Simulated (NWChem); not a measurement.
System: C4H11BO2; SMILES O(C)B(OC)CC

Input file for NWChem:

```
start job
memory heap 200 mb stack 900 mb global 1100 mb
geometry units angstroms noautoz
  B      0.392172     0.000787    -0.101926
  C     -1.102283    -0.002280    -0.640097
  C     -2.130926    -0.003819     0.497801
  H     -1.271750    -0.881574    -1.284193
  H     -1.274990     0.875945    -1.284804
  H     -2.022672     0.879350     1.147612
  H     -2.021144    -0.887714     1.146377
  H     -3.165027    -0.004499     0.118346
  O      1.088756     1.139909     0.169913
  C      0.587398     2.426195    -0.042885
  H     -0.396270     2.583651     0.432666
  H      1.292380     3.149334     0.393563
  H      0.488382     2.659461    -1.117793
  O      1.093720    -1.135389     0.169396
  C      0.597750    -2.423719    -0.043545
  H      0.499408    -2.657165    -1.118475
  H      1.305910    -3.143959     0.392541
  H     -0.385101    -2.585433     0.432269
end
basis spherical
  B library 6-311++g**
  C library 6-311++g**
  H library 6-311++g**
  O library 6-311++g**
end
dft
  xc b3lyp
  iterations 150
  semidirect filesize 400000000
  mulliken
end
task dft energy
```

Parts of the log:

```
             Northwest Computational Chemistry Package (NWChem) 7.3.0
             --------------------------------------------------------

 C1  symmetry detected

                             Geometry "geometry" -> ""
                             -------------------------

 Output coordinates in angstroms (scale by  1.889725989 to convert to a.u.)

  No.       Tag          Charge          X              Y              Z
 ---- ---------------- ---------- -------------- -------------- --------------
    1 B                    5.0000     0.39026030    -0.00029545    -0.09842183
    2 C                    6.0000    -1.09699373     0.00022905    -0.65619269
    3 C                    6.0000    -2.14050740     0.00144083     0.46808414
    4 H                    1.0000    -1.26015182    -0.87876274    -1.30232700
    5 H                    1.0000    -1.25903896     0.87875876    -1.30324822
    6 H                    1.0000    -2.03862238     0.88445983     1.11912763
    7 H                    1.0000    -2.04144642    -0.88260275     1.11818196
    8 H                    1.0000    -3.16952922     0.00324469     0.07506724
    9 O                    8.0000     1.08602424     1.13715289     0.18237782
   10 C                    6.0000     0.59068822     2.42463386    -0.03718880
   11 H                    1.0000    -0.39875417     2.58460667     0.42536533
   12 H                    1.0000     1.29165715     3.14611016     0.40837938
   13 H                    1.0000     0.50638854     2.65794505    -1.11334114
   14 O                    8.0000     1.08537012    -1.13815049     0.18227267
   15 C                    6.0000     0.58905911    -2.42529096    -0.03697397
   16 H                    1.0000     0.50427996    -2.65869200    -1.11306836
   17 H                    1.0000     1.28964252    -3.14719715     0.40849386
   18 H                    1.0000    -0.40035879    -2.58448913     0.42590249

 Effective nuclear repulsion energy (a.u.)     311.4558686784

                                 NWChem DFT Module
                                 -----------------

 Summary of "ao basis" -> "ao basis" (spherical)
 ------------------------------------------------------------------------------
       Tag                 Description            Shells   Functions and Types
 ---------------- ------------------------------  ------  ---------------------
 B                         6-311++g**               10       22   5s4p1d
 C                         6-311++g**               10       22   5s4p1d
 H                         6-311++g**                5        7   4s1p
 O                         6-311++g**               10       22   5s4p1d

            General Information
            -------------------
          SCF calculation type: DFT
          Wavefunction type:  closed shell.
          No. of atoms     :    18
          No. of electrons :    56
           Alpha electrons :    28
            Beta electrons :    28
          Charge           :     0
          Spin multiplicity:     1
          Use of symmetry is: off; symmetry adaption is: off
          Maximum number of iterations: 150
          AO basis - number of functions:   231
                     number of shells:   125
          Convergence on energy requested:  1.00D-06
          Convergence on density requested:  1.00D-05
          Convergence on gradient requested:  5.00D-04

              XC Information
              --------------
                         B3LYP Method XC Potential
                     Hartree-Fock (Exact) Exchange  0.200
                        Slater Exchange Functional  0.800 local
                    Becke 1988 Exchange Functional  0.720 non-local
              Lee-Yang-Parr Correlation Functional  0.810
                  VWN I RPA Correlation Functional  0.190 local

             Grid Information
             ----------------
          Grid used for XC integration:  medium
          Radial quadrature: Mura-Knowles
          Angular quadrature: Lebedev.
          Tag              B.-S. Rad. Rad. Pts. Rad. Cut. Ang. Pts.
          ---              ---------- --------- --------- ---------
          B                   0.85       49          14.0       434
          C                   0.70       49          17.0       434
          H                   0.35       45          17.0       434
          O                   0.60       49          14.0       434
          Grid pruning is: on
          Number of quadrature shells:   838
          Spatial weights used:  Erf1

      Superposition of Atomic Density Guess
      -------------------------------------

 Sum of atomic energies:        -330.26345900

      Non-variational initial energy
      ------------------------------

 Total energy =    -334.485322
 1-e energy   =   -1063.792131
 2-e energy   =     417.850941
 HOMO         =      -0.358053
 LUMO         =       0.015379

------------------------------------------------------------
EAF file 0: "./job.aoints.0" size=1412431872 bytes
------------------------------------------------------------
               write      read    awrite     aread      wait
               -----      ----    ------     -----      ----
     calls:     2694         0         0         0         0
   data(b): 1.41e+09  0.00e+00  0.00e+00  0.00e+00
   time(s): 0.00e+00  0.00e+00  0.00e+00  0.00e+00  0.00e+00
rate(mb/s): 0.00e+00  0.00e+00
------------------------------------------------------------

     ---------------------------------------------
      Total Density - Mulliken Population Analysis
     ---------------------------------------------

[...]
```

Level: B3LYP/6-311++G** (spherical d). Structure relaxed at the PBE0/def2-SVP level. Not confirmed as a minimum by frequencies. B3LYP is NWChem's, with the RPA form of VWN correlation.
